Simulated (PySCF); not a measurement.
Molecule: SMILES c1c(F)cc(cc1)C(C)C (C9H11F), singlet. Atoms near the plane z = 0.0 Å, at the GFN2-xTB optimised geometry (x, y, z in Å): C2 (-1.6, -1.4, 0.0), C4 (-0.8, -0.2, 0.0), C5 (-1.5, 1.1, 0.0), C6 (-0.8, 2.3, 0.0), C7 (0.6, 2.3, 0.0), C8 (1.3, 1.1, 0.0), F9 (2.6, 1.0, 0.0), C10 (0.6, -0.2, 0.0), H14 (-2.6, -1.2, 0.0), H18 (-2.5, 1.1, 0.0), H19 (-1.3, 3.2, 0.0), H20 (1.2, 3.2, 0.0), H21 (1.2, -1.1, 0.0).

Calculation: CAM-B3LYP/def2-SVP (PySCF). Cells within 0.4 Å of a nucleus heavier than hydrogen are left out (blank, or x). The values are rescaled to run from 0 to 1.

```
|6666666666666666666666666666666|
|6666666666666666666666666666666|
|6666666666666666666666666666666|
|6666666666666666666666666666666|
|6666666666666666666666666666666|
|6666666666666666666666666666666|
|6666666666633666660566666666666|
|6666666666631577740566666666666|
|6666666666663x45xx4666666666666|
|666666666677xxx2xx6766666666666|
|6666666666761666633677886666666|
|66666666555x1677751679798666666|
|6666666601xxx77777xx55xx9666666|
|66666666555x267775xx78x79666666|
|6666666666752476623679997666666|
|666666666676xx33xx5766666666666|
|666666666676xx34xx4666666666666|
|6666666666653576631666666666666|
|66666665036x4676650566666666666|
|6666666633xx7766666666666666666|
|66666666667x6666666666666666666|
|6666666666777666666666666666666|
|6666666666666666666666666666666|
|6666666666666666666666666666666|
|6666666666666666666666666666666|
|6666666666666666666666666666666|
|6666666666666666666666666666666|
|6666666666666666666666666666666|
|6666666666666666666666666666666|
|6666666666666666666666666666666|
|6666666666666666666666666666666|
```
Scale: ten equal steps from 0.000 (start of '0') to 1.00 (end of '9'), in the order '0123456789'; x runs from -5.50 to 5.50, y from -5.50 (bottom) to 5.50 (top).

Question: Which quantity is mapped?
A. electrostatic potential
B. Laplacian of the electron density
C. electron localisation function
D. deformation density (molecule minus spherical neutral atoms)

Answer: B, Laplacian of the electron density. In full: Laplacian of the electron density (e/bohr⁵), clipped to [-1.50, 1.50].
